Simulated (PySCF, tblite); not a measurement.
**A complex of silicon tetrafluoride and ammonia**

A gas-phase complex of silicon tetrafluoride and ammonia; neutral, singlet. The structure comes from a short search (6 tight-binding starts) and was relaxed by PBE0-D3(BJ)/def2-SVPD; another way of binding may lie lower. Frequencies by PBE0-D3(BJ)/def2-SVPD show no clear imaginary mode.

Parts: 1 = silicon tetrafluoride (F[Si](F)(F)F), atoms 1–5; 2 = ammonia (N), atoms 6–9.

```csv
atom,part,x (Å),y (Å),z (Å)
F1,1,-1.729,-0.596,0.065
Si2,1,-0.544,0.525,0.106
F3,1,0.687,-0.509,-0.161
F4,1,-0.291,1.453,-1.212
F5,1,-0.016,1.066,1.551
N6,2,-2.074,1.804,0.440
H7,2,-2.627,1.503,1.240
H8,2,-1.725,2.741,0.629
H9,2,-2.689,1.851,-0.371
```

Contacts between parts, classed by geometry: Si2···N6 2.022 Å (bond).

The parts are joined by the bond Si2–N6, so these are energies of forming such bonds; deforming the relaxed parts to their shape in the adduct costs 21.8 kcal/mol, which the interaction energies leave out.

Interaction energies are complex less parts, with the parts frozen as they stand in it; counterpoise-corrected, in kcal/mol (PySCF).

Q: How strongly do the parts interact, level by level?

A: 
```csv
level,interaction,superposition error removed
wB97M-D3(BJ)/def2-SVPD,-36.48,-3.45
PBE0-D3(BJ)/def2-SVPD,-38.22,-3.52
```

Q: What holds them together? Decompose the wB97M-D3(BJ)/def2-SVPD energy: frozen parts, their antisymmetrised product, then relaxation.

A: electrostatic -88.6, Pauli repulsion +105.0, orbital relaxation -53.9, dispersion correction -2.5 kcal/mol, which sum to the value before the counterpoise correction; the Pauli term holds the exchange-correlation of the frozen density too. Of the attraction, 61 % is electrostatic, 37 % is orbital relaxation, 2 % is dispersion correction.

The parts were also relaxed and run alone, at the levels used for the complex: shieldings by PBE0/pcSseg-2; core levels by delta-SCF with SCAN, pcX-2 on the ionised atom and pcseg-1 elsewhere, spin-free X2C (2p3/2 is the spin-free 2p value less a third of a first-order spin-orbit splitting).

Values alone: shielding of Si2 (ppm): 450.0; shielding of N6 (ppm): 262.5; F1 1s core level (eV): 694.46; Si2 2p3/2 core level (eV): 112.06; N6 1s core level (eV): 405.54.

Q: How do these values change when the complex forms?

A: 
```csv
property,alone,in the complex,change
shielding of Si2 (ppm),450.0,478.9,+28.8
shielding of N6 (ppm),262.5,215.3,-47.2
F1 1s core level (eV),694.46,692.74,-1.72
Si2 2p3/2 core level (eV),112.06,110.27,-1.79
N6 1s core level (eV),405.54,408.45,+2.91
```

Q: What are the binding energy from relaxed parts (wB97M-D3(BJ)/def2-SVPD), and ΔH and ΔG of association at 298.15 K and 1 atm?

A: -14.66 kcal/mol, -11.22 with zero-point energy; ΔH -12.2 and ΔG -2.3 kcal/mol, from harmonic vibrations by PBE0-D3(BJ)/def2-SVPD with low modes damped.
